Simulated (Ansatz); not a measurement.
Compare A (`CC(C)BS`) with its isomer B (`CBCSC`).

Calculated with Ansatz (gas phase, PBE0-D4/def2-TZVP geometries, no zero-point term in ΔE). CBS: MP2 limit from def2 TZ/QZ plus the TZ coupled-cluster correction, frozen cores. DFT in def2-TZVPP. B3LYP here is the variant with VWN-RPA as its local correlation; programs differ in this. One conformer a species, not always the lowest.

A:

Z-matrix (Å, degrees):
```
C
C 1 1.530
H 1 1.093 2 112.0
H 1 1.094 2 110.9 3 120.3
H 1 1.094 2 110.7 3 -120.2
C 2 1.532 1 110.4 3 178.3
B 2 1.567 1 110.2 3 -61.1
H 2 1.097 1 108.3 3 60.0
H 6 1.094 2 111.0 1 61.7
H 6 1.094 2 110.5 1 -57.7
H 6 1.093 2 112.0 1 -177.9
S 7 1.776 2 125.7 1 123.5
H 7 1.198 2 120.6 1 -57.3
H 12 1.346 7 98.8 2 -0.8
```

B:

```xyz
14

C     1.5410    0.2865    1.8276
B     1.0884    1.0540    0.5576
C     0.0176    0.5376   -0.4585
S    -0.7435   -1.0383   -0.0550
C    -1.8324   -1.2374   -1.4692
H     2.5285    0.5672    2.1968
H     1.4603   -0.8005    1.7509
H     0.8235    0.5838    2.6104
H     1.5382    2.1438    0.3194
H    -0.7496    1.3142   -0.5811
H     0.5204    0.4776   -1.4364
H    -2.3659   -2.1797   -1.3379
H    -1.2649   -1.2824   -2.4010
H    -2.5616   -0.4265   -1.5236
```

Which isomer does CCSD(T)/CBS put lower? Give the gap. (Best estimate.)

Computed: A, by 93.8 kJ/mol.

Give E(B) − E(A) in kJ/mol with ωB97M-V, B2PLYP, CCSD/def2-TZVPP, HF/def2-TZVPP, r2SCAN-D4, LDA (SPW92), B3LYP-D4. (Best estimate.)

The calculation gave: ωB97M-V 88.9, B2PLYP 92.4, CCSD/def2-TZVPP 98.6, HF/def2-TZVPP 87.7, r2SCAN-D4 90.9, LDA (SPW92) 96.0, B3LYP-D4 89.0. None reverses the order clearly.

Does the order hold for the free energy at 298.15 K (harmonic terms from PBE0-D4)? (Best estimate.)

Ansatz gave: Yes: G(B) − G(A) = +85.1 kJ/mol, for one conformer each. Modes under 60 cm⁻¹, often nearly free rotors, make the harmonic entropy too high.

Largest T1 diagnostic: 0.012.

Leaving LDA and LC-ωPBE aside and taking each functional with its dispersion term where it has one, the values, not all of them listed here, spread over 6.6 kJ/mol, from BLYP-D4 to PBE-QIDH. LDA lies +6.4 kJ/mol from PBE without D4. At CCSD(T), def2-SVP lies +33.4 kJ/mol from the extrapolated value and def2-TZVPP +6.5 kJ/mol.
